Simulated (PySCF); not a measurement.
Bonds (- single, = double, # triple, : aromatic): C1-B2, B2-C3, B2-C4, C4-C5, C5-B6, B6-C7, C7-C8, C8-C9, C9-C4. C1 carries H10, H11, H12; C3 carries H13, H14, H15; C4 carries H16; C5 carries H17, H18; B6 carries H19; C7 carries H20, H21; C8 carries H22, H23; C9 carries H24, H25. Stereochemistry as in CB(C)[C@H]1CBCCC1. H17, H21, H23, H24 are cis to B2 on the ring; H18, H20, H22, H25 are trans to B2 on the ring.

[PySCF 2.14: shielding tensors at PBE0/pcSseg-1 (GIAO); geometry from PBE0-D3(BJ)/def2-SVP; in vacuum; no relativistic terms; fast rotation and ring inversion assumed for equivalent nuclei; one computed conformer]

δ = σ(ref) − σ, references computed at the same level: TMS for 13C (σref 184.41) and 1H (σref 31.27); 11B (σref 100.73) against BF3·OEt2.

```json
{"atoms": "H24", "nucleus": "1H", "count": "1", "Hirshfeld charge": "0.03", "δ (ppm)": "1.29"}
{"atoms": "H25", "nucleus": "1H", "count": "1", "Hirshfeld charge": "0.03", "δ (ppm)": "1.47"}
{"atoms": "H18", "nucleus": "1H", "count": "1", "Hirshfeld charge": "0.04", "δ (ppm)": "1.53"}
{"atoms": "H19", "nucleus": "1H", "count": "1", "Hirshfeld charge": "-0.07", "δ (ppm)": "7.67"}
{"atoms": "H23", "nucleus": "1H", "count": "1", "Hirshfeld charge": "0.03", "δ (ppm)": "1.76"}
{"atoms": "H21", "nucleus": "1H", "count": "1", "Hirshfeld charge": "0.05", "δ (ppm)": "0.76"}
{"atoms": "B6", "nucleus": "11B", "count": "1", "Hirshfeld charge": "0.17", "δ (ppm)": "87.1"}
{"atoms": "C1/C3", "nucleus": "13C", "count": "2", "Hirshfeld charge": "-0.19", "δ (ppm)": "12.9"}
{"atoms": "H16", "nucleus": "1H", "count": "1", "Hirshfeld charge": "0.03", "δ (ppm)": "?"}
{"atoms": "B2", "nucleus": "11B", "count": "1", "Hirshfeld charge": "0.20", "δ (ppm)": "82.2"}
{"atoms": "C8", "nucleus": "13C", "count": "1", "Hirshfeld charge": "-0.07", "δ (ppm)": "24.9"}
{"atoms": "H10/H11/H12/H13/H14/H15", "nucleus": "1H", "count": "6", "Hirshfeld charge": "0.04", "δ (ppm)": "0.82"}
{"atoms": "C4", "nucleus": "13C", "count": "1", "Hirshfeld charge": "-0.10", "δ (ppm)": "?"}
{"atoms": "C7", "nucleus": "13C", "count": "1", "Hirshfeld charge": "-0.14", "δ (ppm)": "?"}
{"atoms": "H17", "nucleus": "1H", "count": "1", "Hirshfeld charge": "0.05", "δ (ppm)": "?"}
{"atoms": "C5", "nucleus": "13C", "count": "1", "Hirshfeld charge": "-0.13", "δ (ppm)": "25.1"}
{"atoms": "H22", "nucleus": "1H", "count": "1", "Hirshfeld charge": "0.03", "δ (ppm)": "1.37"}
{"atoms": "H20", "nucleus": "1H", "count": "1", "Hirshfeld charge": "0.04", "δ (ppm)": "?"}
{"atoms": "C9", "nucleus": "13C", "count": "1", "Hirshfeld charge": "-0.07", "δ (ppm)": "?"}
```

Problem. Complete the table.

Solution. 
- C4: 34.6 ppm, sp3 CH bonded to B
- C7: 30.8 ppm, sp3 CH2 bonded to B
- C9: 29.7 ppm, sp3 CH2 in a ring; saturated and bonded to C and H only
- H20: 2.16 ppm, hydrogen on an sp3 CH2 bonded to B
- H16: 1.32 ppm, hydrogen on an sp3 CH bonded to B
- H17: 0.09 ppm, hydrogen on an sp3 CH2 bonded to B

Hydrogens on boron are broadened and split by 11B (spin 3/2, 80 %) and 10B (spin 3). A carbon bonded to boron is broadened by the quadrupolar boron nucleus and is often missing from a measured spectrum. Shifts are as computed. Against solution values, carbons near 30 ppm lie about +2 ppm off and those near 130 ppm about +5 ppm. Of 1313 compounds with measured shifts, 239 miss one by over three times the rms of a fit or turn the order of signals round; such compounds aren't used in these exercises.
